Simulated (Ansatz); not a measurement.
Consider the ligand exchange at a Mg–Cl bond: `[SiH3][O][Mg][Cl]` + `[SiH3]N[SiH3]` → `[SiH3][O][Mg][N]([SiH3])[SiH3]` + HCl.

Isolated molecules relaxed with PBE0-D4/def2-TZVP in Ansatz; ΔE leaves out vibrations. CCSD(T)/CBS is the MP2 limit (def2-TZVPP, def2-QZVPP) plus CCSD(T) − MP2 in def2-TZVPP, frozen cores. This one scheme is used for every species. DFT in def2-TZVPP. For Mg outer-core shells are correlated without core-valence functions, which leaves a few kJ/mol of doubt a bond. One conformer a species, not always the lowest.

```csv
species,CAM-B3LYP energy (Eh)
`[SiH3][O][Mg][Cl]`,-1027.02281
`[SiH3]N[SiH3]`,-638.01223
`[SiH3][O][Mg][N]([SiH3])[SiH3]`,-1204.15886
HCl,-460.83220
```

**Question.** Work out ΔE.

**Answer.** ΔE = (-1204.15886) + (-460.83220) − (-1027.02281) − (-638.01223) = 0.04398 Eh = +115.5 kJ/mol. CCSD(T)/CBS gives +96.8 kJ/mol.

Largest T1 diagnostic among the species: 0.011.

Leaving LDA and LC-ωPBE aside and taking each functional with its dispersion term where it has one, the values, not all of them listed here, spread over 14.7 kJ/mol, from revPBE-D4 to BHLYP-D4. LDA lies −5.8 kJ/mol from PBE without D4. From r2SCAN to r2SCAN0 (25 % exact exchange), in def2-TZVPP and without D4, ΔE moves by +4.0 kJ/mol.
